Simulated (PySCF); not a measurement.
Compound: 3'-aminoacetophenone, C₈H₉NO.
Cartesian coordinates in Å at the PBE0-D3(BJ)/def2-SVP level; atoms count from 1:
```
atom  x, y, z in Å
C1     3.1444   -0.2669   -0.1225
C2     1.8685   -0.6945    0.5598
O3     1.8939   -1.4603    1.4990
C4     0.5690   -0.1506    0.0483
C5     0.4925    0.7217   -1.0448
C6    -0.7577    1.1760   -1.4594
C7    -1.9161    0.7766   -0.8035
C8    -1.8548   -0.0984    0.2979
N9    -2.9946   -0.4606    0.9794
C10   -0.5940   -0.5527    0.7071
H11    3.2616    0.8270   -0.0853
H12    3.9923   -0.7454    0.3815
H13    3.1358   -0.5578   -1.1843
H14    1.3909    1.0452   -1.5718
H15   -0.8347    1.8552   -2.3120
H16   -2.8883    1.1470   -1.1406
H17   -3.8746   -0.3685    0.4913
H18   -2.9342   -1.2789    1.5695
H19   -0.4870   -1.2339    1.5549
```

Theory: PBE0-D3(BJ)/def2-SVP geometry optimisation, gas phase in PySCF.

Masses are those of the commonest isotopes; rigid-rotor values at the optimised geometry. The values belong to one conformer with, in the numbering `[CH3:1][C:2](=[O:3])[c:4]1[cH:5][cH:6][cH:7][c:8]([NH2:9])[cH:10]1`, C1–C2–C4–C5 1°.

(1) What are A, B and C (MHz)?

(2) What kind of rotor is it?

(3) What does the inertial defect say?

(4) Give the other two planar moments, Paa and Pbb, and the rms extents of the mass along the axes.

(5) Which lines would a microwave search look for?

Results:

(1) Ia = 193.69, Ib = 534.15, Ic = 724.37 u·Å²; 505379 MHz·u·Å²/I gives A = 2609, B = 946.1, C = 697.7 MHz.

(2) An asymmetric top: κ = (2 × 946.1 − 2609 − 697.7)/(2609 − 697.7) = -0.74.

(3) Not planar: Δ = Ic − Ia − Ib = -3.47 u·Å². For a rigid frame Δ = −2 Σ m c², so Σ m c² = 1.74 u·Å² lies off the ab plane: 1.70 from hydrogen and 0.04 from heavier atoms. The atom farthest from that plane is 0.90 Å away.

(4) Paa = Σ m a² = (Ib + Ic − Ia)/2 = 532.41 and Pbb = Σ m b² = (Ia + Ic − Ib)/2 = 191.95 u·Å². With the mass M = 135.07 u, the rms extents √(P/M) along a, b and c are 1.99, 1.19, 0.11 Å.

(5) The dipole components are |μa| = 2.52 D, |μb| = 1.48 D, |μc| = 0.80 D. The squared components, which scale the intensities, stand as 1.00 : 0.34 : 0.10 (a : b : c). Some lines, for components of 0.1 D or more:

```
type  branch         J(Ka,Kc)   MHz  lower level (cm⁻¹)
   c       Q  2(1,2) ← 2(0,2)  1440               0.164
   b       R  2(0,2) ← 1(1,1)  1599               0.110
   a       R  1(0,1) ← 0(0,0)  1644               0.000
   c       Q  1(1,1) ← 1(0,1)  1663               0.055
   b       Q  1(1,0) ← 1(0,1)  1912               0.055
   b       Q  2(1,1) ← 2(0,2)  2186               0.164
   a       R  2(1,2) ← 1(1,1)  3039               0.110
   a       R  2(0,2) ← 1(0,1)  3262               0.055
   b       R  1(1,1) ← 0(0,0)  3307               0.000
   a       R  2(1,1) ← 1(1,0)  3536               0.119
   c       R  1(1,0) ← 0(0,0)  3555               0.000
   b       R  2(1,2) ← 1(0,1)  4702               0.055
   c       Q  2(2,1) ← 2(1,1)  4989               0.237
   b       Q  2(2,0) ← 2(1,1)  5015               0.237
   b       Q  2(2,1) ← 2(1,2)  5735               0.212
   b       R  2(2,1) ← 1(1,0)  8525               0.119
   c       R  2(2,0) ← 1(1,0)  8551               0.119
   c       R  2(2,1) ← 1(1,1)  8774               0.110
   b       R  2(2,0) ← 1(1,1)  8800               0.110
```

Not checked by PBE0-D3(BJ)/def2-SVP frequencies. Constants of a rigid frame at the computed geometry: no zero-point averaging, no centrifugal distortion. A rigid rotor knows nothing of inversion at nitrogen or internal rotation, which can split or shift real lines. Quadrupole hyperfine structure (14N) is left out.

Time: 74 s of wall time; peak memory 0.91 GiB. Hardware: Arm Neoverse V2, one thread, shared host. This is the geometry optimisation.
